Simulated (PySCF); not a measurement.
BF, charge -1, doublet, at a GFN2-xTB geometry (the spin is typed, not shown lowest) (in this run its highest filled SCF level lies above zero, so its values depend strongly on the basis, on diffuse functions most of all); PySCF with M062X/6-31G**.

Input for PySCF:
```python
from pyscf import gto, scf, dft

mol = gto.M(
    atom='''
B    -0.000000   -0.000000   -1.059676
F     0.000000    0.000000    0.588709
''',
    basis='6-31g**',
    charge=-1,
    spin=1,
    verbose=4,
)

mf = dft.UKS(mol)
mf.xc = 'm062x'
mf.grids.level = 2
mf.kernel()
mf.analyze()
```

What the program printed (banner, timings and long lists left out):

```
PySCF version 2.14.0

[INPUT] verbose = 4
[INPUT] num. atoms = 2
[INPUT] num. electrons = 15
[INPUT] charge = -1
[INPUT] spin (= nelec alpha-beta = 2S) = 1
[INPUT] symmetry False subgroup None
[INPUT] Mole.unit = angstrom
[INPUT] Symbol           X                Y                Z      unit          X                Y                Z       unit  Magmom
[INPUT]  1 B      0.000000000000   0.000000000000  -1.059676000000 AA    0.000000000000   0.000000000000  -2.002497420775 Bohr   0.0
[INPUT]  2 F      0.000000000000   0.000000000000   0.588709000000 AA    0.000000000000   0.000000000000   1.112498777067 Bohr   0.0

nuclear repulsion = 14.4462455624141
number of shells = 12
number of NR pGTOs = 54
number of NR cGTOs = 28
basis = 6-31g**
ecp = {}

******** <class 'pyscf.dft.uks.UKS'> ********
method = UKS
initial guess = minao
damping factor = 0
level_shift factor = 0
DIIS = <class 'pyscf.scf.diis.CDIIS'>
diis_start_cycle = 1
diis_space = 8
diis_damp = 0
SCF conv_tol = 1e-09
SCF conv_tol_grad = None
SCF max_cycles = 50
direct_scf = True
direct_scf_tol = 1e-13
number electrons alpha = 8  beta = 7
XC library pyscf.dft.libxc version 7.1.2
    S. Lehtola, C. Steigemann, M. J. T. Oliveira, and M. A. L. Marques,  SoftwareX 7, 1–5 (2018)
XC functionals = m062x
    Y. Zhao and D. G. Truhlar,  Theor. Chem. Acc. 120, 215 (2008)
    Y. Zhao and D. G. Truhlar,  Theor. Chem. Acc. 120, 215 (2008)
radial grids:
    Treutler-Ahlrichs [JCP 102, 346 (1995); DOI:10.1063/1.469408] (M4) radial grids

becke partition: Becke, JCP 88, 2547 (1988); DOI:10.1063/1.454033
pruning grids: <function nwchem_prune>
grids dens level: 2
symmetrized grids: False
atomic radii adjust function: <function treutler_atomic_radii_adjust>
small_rho_cutoff = 0
Set gradient conv threshold to 3.16228e-05
tot grids = 22816
init E= -124.306645000002

cycle= 1 E= -124.434868389981  delta_E= -0.128  |g|= 0.437  |ddm|= 0.869
cycle= 2 E= -124.381660135811  delta_E= 0.0532  |g|= 0.619  |ddm|= 0.591
cycle= 3 E= -124.507330803918  delta_E= -0.126  |g|= 0.0231  |ddm|= 0.32
cycle= 4 E= -124.50774196881  delta_E= -0.000411  |g|= 0.00696  |ddm|= 0.0403
cycle= 5 E= -124.507782647103  delta_E= -4.07e-05  |g|= 0.00114  |ddm|= 0.0136
cycle= 6 E= -124.507784818185  delta_E= -2.17e-06  |g|= 0.000379  |ddm|= 0.00267
cycle= 7 E= -124.507785053689  delta_E= -2.36e-07  |g|= 0.000102  |ddm|= 0.000832
cycle= 8 E= -124.507785075322  delta_E= -2.16e-08  |g|= 2.69e-05  |ddm|= 0.000265
cycle= 9 E= -124.507785076778  delta_E= -1.46e-09  |g|= 5.46e-06  |ddm|= 7.71e-05
cycle= 10 E= -124.507785076892  delta_E= -1.14e-10  |g|= 2.41e-06  |ddm|= 1.99e-05
Extra cycle  E= -124.507785076948  delta_E= -5.6e-11  |g|= 2.29e-06  |ddm|= 1.25e-05
converged SCF energy = -124.507785076948  <S^2> = 0.75172178  2S+1 = 2.001721
**** SCF Summaries ****
Total Energy =                        -124.507785076947911
Nuclear Repulsion Energy =              14.446245562414122
One-electron Energy =                 -205.636586752237832
Two-electron Energy =                   66.682556112875815
Two-electron Coulomb Energy =           81.329533081834100
DFT Exchange-Correlation Energy =      -14.646976968958285
**** MO energy ****
                             alpha | beta                alpha | beta
MO #1   energy= -24.9092776772135  | -24.9075436376452  occ= 1 | 1
MO #2   energy= -6.7839079707606   | -6.77989301391125  occ= 1 | 1
MO #3   energy= -0.958098079959623 | -0.953936998199838 occ= 1 | 1
MO #4   energy= -0.260394997615054 | -0.248439536687251 occ= 1 | 1
MO #5   energy= -0.188113740973094 | -0.176080296751437 occ= 1 | 1
MO #6   energy= -0.176768668886396 | -0.168943227981401 occ= 1 | 1
MO #7   energy= -0.0485077551973827 | -0.0113653660073747 occ= 1 | 1
MO #8   energy= 0.113780661804992  | 0.293449364851021  occ= 1 | 0
MO #9   energy= 0.278230312068173  | 0.314137608064092  occ= 0 | 0
MO #10  energy= 0.416957426426727  | 0.425910062344319  occ= 0 | 0
MO #11  energy= 0.732478109909394  | 0.755078725064142  occ= 0 | 0
MO #12  energy= 0.750304310272969  | 0.76955580310706   occ= 0 | 0
MO #13  energy= 0.759205510013027  | 0.775427698588999  occ= 0 | 0
MO #14  energy= 0.768257273664098  | 0.778292649099941  occ= 0 | 0
MO #15  energy= 1.46853641416451   | 1.48204983673485   occ= 0 | 0
MO #16  energy= 1.47101659706614   | 1.50233932666015   occ= 0 | 0

To work with the spin densities directly, `use mulliken_meta_spin()` only printing them here.

 ** Mulliken spin pop alpha/beta on meta-lowdin orthogonal AOs **
 ** Mulliken Spin Density (per AO)  **
spin_pop of  0 B 1s        0.00000
spin_pop of  0 B 2s        0.01407
spin_pop of  0 B 3s       -0.00305
spin_pop of  0 B 2px       0.89225
spin_pop of  0 B 2py       0.05865
spin_pop of  0 B 2pz      -0.00189
spin_pop of  0 B 3px       0.01007
spin_pop of  0 B 3py       0.00048
spin_pop of  0 B 3pz      -0.00009
spin_pop of  0 B 3dxy     -0.00003
spin_pop of  0 B 3dyz      0.00005
spin_pop of  0 B 3dz^2     0.00052
spin_pop of  0 B 3dxz     -0.00009
spin_pop of  0 B 3dx2-y2   -0.00009
spin_pop of  1 F 1s       -0.00000
spin_pop of  1 F 2s        0.00104
spin_pop of  1 F 3s        0.00011
spin_pop of  1 F 2px       0.04069
spin_pop of  1 F 2py      -0.00213
spin_pop of  1 F 2pz      -0.01064
spin_pop of  1 F 3px       0.00007
spin_pop of  1 F 3py      -0.00003
spin_pop of  1 F 3pz       0.00003
spin_pop of  1 F 3dxy     -0.00000
spin_pop of  1 F 3dyz      0.00000
spin_pop of  1 F 3dz^2     0.00002
spin_pop of  1 F 3dxz     -0.00002
spin_pop of  1 F 3dx2-y2   -0.00000
 ** Mulliken Spin Density (per atom)  **
spin density of  0 B =      0.97085
spin density of  1 F =      0.02915
 ** Mulliken pop alpha/beta on meta-lowdin orthogonal AOs **
 ** Mulliken pop       alpha | beta **
pop of  0 B 1s        0.99994 | 0.99993
pop of  0 B 2s        0.92809 | 0.91402
pop of  0 B 3s        0.00751 | 0.01056
pop of  0 B 2px       0.93502 | 0.04277
pop of  0 B 2py       0.10505 | 0.04640
pop of  0 B 2pz       0.25775 | 0.25964
pop of  0 B 3px       0.01063 | 0.00056
pop of  0 B 3py       0.00107 | 0.00060
pop of  0 B 3pz       0.00256 | 0.00265
pop of  0 B 3dxy      0.00000 | 0.00003
pop of  0 B 3dyz      0.00055 | 0.00050
pop of  0 B 3dz^2     0.00130 | 0.00079
pop of  0 B 3dxz      0.00037 | 0.00046
pop of  0 B 3dx2-y2    0.00000 | 0.00009
pop of  1 F 1s        0.99999 | 1.00000
pop of  1 F 2s        0.94230 | 0.94125
pop of  1 F 3s        0.00125 | 0.00115
pop of  1 F 2px       0.99613 | 0.95544
pop of  1 F 2py       0.94958 | 0.95171
pop of  1 F 2pz       0.85817 | 0.86881
pop of  1 F 3px       0.00068 | 0.00061
pop of  1 F 3py       0.00059 | 0.00062
pop of  1 F 3pz       0.00050 | 0.00047
pop of  1 F 3dxy      0.00000 | 0.00000
pop of  1 F 3dyz      0.00017 | 0.00017
pop of  1 F 3dz^2     0.00062 | 0.00060
pop of  1 F 3dxz      0.00014 | 0.00015
pop of  1 F 3dx2-y2    0.00000 | 0.00000
In total             8.00000 | 7.00000
 ** Mulliken atomic charges   ( Nelec_alpha | Nelec_beta ) **
charge of  0B =     -0.52887  (     3.24986      2.27901 )
charge of  1F =     -0.47113  (     4.75014      4.72099 )

WARN: System has nonzero charge -1; the dipole moment is origin-dependent.
Location of origin: [0. 0. 0.]

Dipole moment(X, Y, Z, Debye):  0.00000, -0.00000,  3.24300
```
